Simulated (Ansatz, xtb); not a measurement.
Species: SnF2, charge 0, multiplicity 1. SMILES: [Sn]([F])[F]
Coordinates optimised at B3LYP-D3(BJ)/def2-TZVP (Ansatz, a first-principles code):
```
Sn
F 1 1.9482
F 1 1.9482 2 96.21
```
Charge 0, spin multiplicity 1.

Harmonic wavenumbers from GFN2-xTB (xtb, at its own minimum), cm⁻¹: 110, 391, 405.

Task: Give the harmonic wavenumbers at B3LYP-D3(BJ)/def2-TZVP (Ansatz, finite differences of forces, unscaled).

Result: 188, 572, 590 cm⁻¹. Zero-point energy 1.9 kcal/mol.

Task: From these and the geometry, give the ideal-gas thermochemistry at 298.15 K and 1 atm (rigid rotor, harmonic oscillator).

Result: Point group C2v, rotational symmetry number 2. Rotational constants 10.37, 6.324, 3.929 GHz. S(trans) 41.06, S(rot) 23.26, S(vib) 3.21, S(elec, spin only) 0.00, S 67.5 cal/(mol K). H(298) - H(0) 2.95 kcal/mol; G - E(el) -15.3 kcal/mol.
